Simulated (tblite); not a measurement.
Species: C4H16N2Si2.
SMILES with atom numbers: `[CH3:1][N:2]([CH3:3])[SiH:4]([SiH3:5])[N:6]([CH3:7])[CH3:8]` (hydrogens: H9, H10, H11 on C1; H12, H13, H14 on C3; H15 on Si4; H16, H17, H18 on Si5; H19, H20, H21 on C7; H22, H23, H24 on C8)

Cartesian coordinates in Å at the GFN2-xTB level; atoms count from 1:
```
atom  x, y, z in Å
C1     1.9384   -1.3533   -0.1068
N2     1.4203   -0.0071   -0.0950
C3     2.4736    0.9709   -0.1286
Si4   -0.1584    0.3430   -0.6974
Si5   -0.6986    2.5240   -0.1663
N6    -1.1636   -0.8761    0.0127
C7    -2.4519   -1.1573   -0.5597
C8    -1.1536   -1.0887    1.4387
H9     2.5495   -1.5420   -0.9978
H10    1.1131   -2.0577   -0.0952
H11    2.5647   -1.5204    0.7753
H12    2.0570    1.9737   -0.0685
H13    3.0673    0.8973   -1.0497
H14    3.1482    0.8211    0.7205
H15   -0.3147    0.0393   -2.1409
H16   -2.1506    2.7402   -0.2088
H17   -0.2866    2.9756    1.1700
H18   -0.1324    3.5042   -1.1012
H19   -2.4073   -1.0389   -1.6388
H20   -3.2314   -0.4887   -0.1684
H21   -2.7438   -2.1862   -0.3301
H22   -0.1742   -0.8393    1.8364
H23   -1.9081   -0.4747    1.9483
H24   -1.3685   -2.1393    1.6589
```

Computed with GFN2-xTB (tblite): harmonic, unscaled wavenumbers at the GFN2-xTB geometry, gas phase. The method is semi-empirical: single wavenumbers can be off by several per cent or more. Modes of hydrogen on silicon can be 10 to 20 % off. One conformer, not necessarily the lowest.

Harmonic wavenumbers (cm⁻¹): 40.8, 65.6, 86.9, 92.8, 115.4, 128.5, 178.0, 195.6, 204.3, 214.8, 275.6, 285.4, 293.3, 307.2, 370.5, 400.2, 444.9, 451.0, 476.0, 641.5, 683.8, 702.6, 751.7, 805.9, 820.5, 828.5, 1027.6, 1035.1, 1054.6, 1056.7, 1091.6, 1092.3, 1128.8, 1132.5, 1204.3, 1211.6, 1295.3, 1299.7, 1412.1, 1415.8, 1427.0, 1428.1, 1477.3, 1484.6, 1489.8, 1493.6, 1502.7, 1504.8, 1512.4, 1513.7, 2059.3, 2199.0, 2207.8, 2213.5, 2863.9, 2874.8, 2875.2, 2891.1, 2934.7, 2936.1, 2939.5, 2947.2, 3023.8, 3036.1, 3044.8, 3056.3.

A = 1414, B = 1233, C = 783.1 MHz; mass 148.085 u (most abundant isotopes); point group C1, symmetry number 1.

Zero-point energy?

½Σν̃ = 42628 cm⁻¹ = 509.95 kJ/mol.

What is S at 298.15 K and 1 bar for an ideal gas of classical rigid rotors and harmonic oscillators?

Translation 171.19, rotation 124.87, vibration 186.39: S = 482.4 J/(mol K).

And Cp and H(298.15 K) − H(0)?

Cp = 210.08 J/(mol K), of which vibrations give 176.82 (their classical limit is 66 R = 548.8); H(298.15 K) − H(0) = 38.76 kJ/mol without the zero-point energy, 28.85 from vibrations.

Which modes carry the vibrational entropy at 298.15 K?

40.8 cm⁻¹: 21.84; 65.6 cm⁻¹: 17.91; 86.9 cm⁻¹: 15.60; 92.8 cm⁻¹: 15.06; 115.4 cm⁻¹: 13.29; 128.5 cm⁻¹: 12.42 J/(mol K); the other 60 give 90.26 together.

What must be added to the electronic energy to get the Gibbs energy at 298.15 K and 1 bar?

ZPE + [H(298.15 K) − H(0)] − T·S = 509.95 + 38.76 − 143.84 = 404.87 kJ/mol.

Hindered rotation and anharmonicity are outside this model. Other conformers, if any are populated, would add a mixing term that is left out. The structure is chiral; the term R ln 2 for an equal mix with its mirror image is left out.
